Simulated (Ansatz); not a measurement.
The cluster AgF₂, relaxed as a doublet with UKS PBE-D4/def2-TZVP in Ansatz, starting from the GFN2-xTB geometry. Force threshold 0.02 eV/Å.

In the def2 sets Ag takes a core potential; there is no spin–orbit coupling. The gap within one spin of the charge 0 doublet nearly closes, so an electron or hole may be smeared out by delocalisation error. No other spin state of charge 0 was run. The structure comes from a short search, and lower isomers may exist.

Start:

Cartesian coordinates in Å:
```
Ag -0.081 -0.290 0.578
F -1.573 -0.176 -0.677
F 1.654 0.466 0.100
```

| step | energy (eV) | largest force component (eV/Å) | SCF passes |
| --- | --- | --- | --- |
| 1 | -9429.7514 | 0.278 | 30 |
| 2 | -9429.8033 | 0.303 | 42 |
| 3 | -9429.8842 | 0.380 | 58 |
| 4 | -9429.9638 | 0.306 | 91 |
| 5 | -9429.9950 | 0.627 | 162 |
| 6 | -9430.0191 | 0.067 | 94 |
| 7 | -9430.0197 | 0.015 | 156 |

Force components are those of the run's own axes.

End:

```xyz
3

Ag   -0.0002    0.0001   -0.0004
F    -1.8502   -0.3683   -0.4450
F     1.8504    0.3682    0.4454
```

By distances, no bond broke or formed. The bond that changes most is Ag1–F2, from 1.95 to 1.94 Å (atoms count from 1). The end is the same structure that another start reached, the lowest one found.

No frequencies were taken in this run, so the end may be a saddle point.

Run time 28 s (4 threads of Arm Neoverse V1 on a shared host).
